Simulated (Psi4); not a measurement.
Two rigid molecules brought together: C2H6 ··· Cl- (SMILES CC and [Cl-]) (charge -1). Monomers: optimised at B3LYP-D3(BJ) (def2-TZVP), held rigid. Orientation: lowest of the rigid-body minima from ten starts at GFN2-xTB. Only R, the distance of the centres of mass, is varied, so the lowest point isn't the relaxed dimer.

Computed with: PBE/def2-TZVPD, counterpoise-corrected (Psi4); PBE-D3(BJ)/def2-TZVPD, counterpoise-corrected (Psi4); SAPT0/jun-cc-pVDZ, frozen core (Psi4).

Interaction energies in kJ/mol; the last columns give the difference from SAPT0:

| R / Å | PBE/def2-TZVPD | PBE-D3(BJ)/def2-TZVPD | SAPT0/jun-cc-pVDZ | PBE/def2-TZVPD − SAPT0/jun-cc-pVDZ | PBE-D3(BJ)/def2-TZVPD − SAPT0/jun-cc-pVDZ |
|---|---|---|---|---|---|
| 3.32 | 24.04 | 19.91 | 34.29 | -10.25 | -14.38 |
| 3.55 | -0.82 | -4.39 | 7.55 | -8.37 | -11.94 |
| 3.71 | -8.77 | -11.97 | -1.79 | -6.98 | -10.17 |
| 3.94 | -13.32 | -16.01 | -8.11 | -5.22 | -7.90 |
| 4.17 | -13.87 | -16.09 | -9.93 | -3.94 | -6.16 |
| 4.38 | -12.90 | -14.75 | -9.74 | -3.16 | -5.01 |
| 4.65 | -11.00 | -12.43 | -8.51 | -2.49 | -3.92 |
| 4.93 | -8.98 | -10.05 | -6.98 | -2.00 | -3.07 |
| 5.47 | -5.85 | -6.44 | -4.56 | -1.29 | -1.89 |
| 6.10 | -3.55 | -3.85 | -2.80 | -0.75 | -1.05 |
| 7.15 | -1.67 | -1.77 | -1.37 | -0.30 | -0.41 |
| 8.45 | -0.77 | -0.81 | -0.65 | -0.12 | -0.15 |

PBE/def2-TZVPD is furthest from SAPT0/jun-cc-pVDZ at 3.32 (-10.25 kJ/mol, below); its mean absolute difference over the points is 3.74 kJ/mol.

PBE-D3(BJ)/def2-TZVPD is furthest from SAPT0/jun-cc-pVDZ at 3.32 (-14.38 kJ/mol, below); its mean absolute difference over the points is 5.50 kJ/mol.
